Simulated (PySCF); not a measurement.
Bonds (- single, = double, # triple, : aromatic): C1#C2 1.201 Å, C2-Si3 1.853 Å, Si3-O4 1.615 Å, Si3-O5 1.623 Å, Si3-O6 1.629 Å, O6-Si7 1.612 Å, Si7-C8 1.873 Å, C8#N9 1.146 Å. C1 carries H10; O4 carries H11; O5 carries H12; Si7 carries H13, H14.

Calculated, not measured (PySCF 2.14.0 with density-fitted response routines): GFN2-xTB structure, GIAO PBE0/pcSseg-1 shieldings. Non-relativistic Hamiltonian, a single conformation, gas phase, one averaged value for each set of equivalent atoms.

References, each an isolated molecule treated in the same way: 13C and 1H and 29Si against TMS; 17O against H2O; NH3 for 15N.

```tsv
atoms	nucleus	count	Hirshfeld charge	δ (ppm)
C8	13C	1	-0.03	?
Si3	29Si	1	0.54	-81.5
H13/H14	1H	2	-0.06	5.12
O4/O5	17O	2	-0.30	57.5
O6	17O	1	-0.30	?
H11/H12	1H	2	0.19	2.39
N9	15N	1	-0.19	360.8
C2	13C	1	-0.17	85.5
H10	1H	1	0.10	?
C1	13C	1	-0.07	98.8
Si7	29Si	1	0.47	-62.9
```

Q: Estimate the values marked ?.

A: 
- C8: 125.0 ppm, nitrile carbon; typical of a nitrile
- H10: 1.81 ppm, hydrogen on a terminal alkyne carbon; it lies on the axis of the triple bond, in its shielding cone
- O6: 64.5 ppm, oxygen bonded to 2 Si

OH/NH shifts are gas-phase values; hydrogen bonding in solution moves them, usually downfield. Shifts are as computed. Against solution values, carbons near 30 ppm lie about +3 ppm off and those near 130 ppm about +5 ppm. Of 1309 compounds with measured shifts, 239 miss one by over three times the rms of a fit or turn the order of signals round; such compounds aren't used in these exercises. Experimental scales use liquid or dissolved standards, which lie at an offset from isolated NH3 (liquid NH3: subtract about 20 ppm) and H2O (liquid H2O: subtract about 36 ppm). Unscaled 15N shifts of sp2 nitrogen come out 20 to 40 ppm too high even then.
